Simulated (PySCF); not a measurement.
Gas-phase XPS of TiPhMe3, computed

Compound: TiPhMe3, C9H14Ti (singlet state).
Cartesian coordinates in Å at the PBE0-D3(BJ)/def2-SVP level; atoms count from 1:
```
atom  x, y, z in Å
Ti1    0.003   -0.027   -1.294
C2     0.002   -0.013    0.763
C3     1.044    0.599    1.480
C4     1.038    0.627    2.875
C5    -0.015    0.040    3.576
C6    -1.061   -0.573    2.884
C7    -1.049   -0.597    1.490
H8     1.882    1.065    0.949
H9     1.857    1.107    3.418
H10   -0.022    0.060    4.669
H11   -1.886   -1.032    3.436
H12   -1.880   -1.084    0.966
C13    1.927   -0.016   -2.022
H14    1.936   -0.223   -3.106
H15    2.510   -0.796   -1.501
H16    2.396    0.967   -1.842
C17   -0.959    1.651   -1.983
H18   -1.968    1.705   -1.538
H19   -1.047    1.613   -3.083
H20   -0.392    2.552   -1.693
C21   -0.985   -1.677   -2.025
H22   -2.070   -1.584   -1.843
H23   -0.608   -2.577   -1.506
H24   -0.812   -1.788   -3.109
```

Method used: delta-SCF UKS SCAN, pcX-2 on the ionised atom (unc-x2c-TZVPall on a metal), pcseg-1 elsewhere, spin-free X2C (PySCF). Vertical ΔSCF values, vacuum level as zero.

**Question.** List the computed XPS lines with their assignment.

**Answer.** 
```csv
atom(s),bonded to,level,binding energy (eV),2p1/2 (eV),above the level's lowest (eV),count
Ti1,4 C,Ti 2p3/2,461.18,466.90,0.00,1
C2,2 C and Ti,C 1s,288.94,–,0.00,1
C3/C7,2 C and H,C 1s,289.98,–,+1.04,2
C4/C6,2 C and H,C 1s,290.04,–,+1.10,2
C5,2 C and H,C 1s,290.09,–,+1.15,1
C13/C17/C21,3 H and Ti,C 1s,289.03,–,+0.09,3
```

The listed C 1s values span 1.15 eV, from C2 (bonded to 2 C and Ti) to C5 (bonded to 2 C and H). The widest gap between neighbouring values is 0.95 eV, between 289.03 and 289.98 eV. The values 290.04 and 290.09 eV lie too close for their order to be trusted.

**Question.** What is the longest wavelength that can ionise C 1s of C4/C6 vertically?

**Answer.** λ = hc/E = 12398.42 eV Å / 290.04 eV = 42.747 Å.

**Question.** Express the binding energy of C 1s of C4/C6 in atomic units and per mole.

**Answer.** 290.04 eV = 10.6588 Eh = 27985 kJ/mol.

Topologically equivalent atoms share the value of their first member; where this conformer doesn't relate them by symmetry, their own values could differ. Spin contamination (⟨S²⟩ against 0.75 for a pure doublet) is marked for Ti 2p3/2 of Ti1 (0.89), which makes this value less certain. For 2p shells one spin-free hole was relaxed; a mean-field spin–orbit operator and the ground-state splitting of the three 2p orbitals were then diagonalised within the shell. The shell's mean is (2 × 2p3/2 + 2p1/2)/3, and the degeneracies 2j + 1 give areas of 2:1. 2p1/2 minus 2p3/2 (ligand field included): Ti 5.72 eV. Satellites of the metal's 2p lines aren't described. Isolated species at its PBE0-D3(BJ)/def2-SVP geometry, gas phase. Metal 2p energies of this one-determinant scheme are less reliable than its 1s energies.
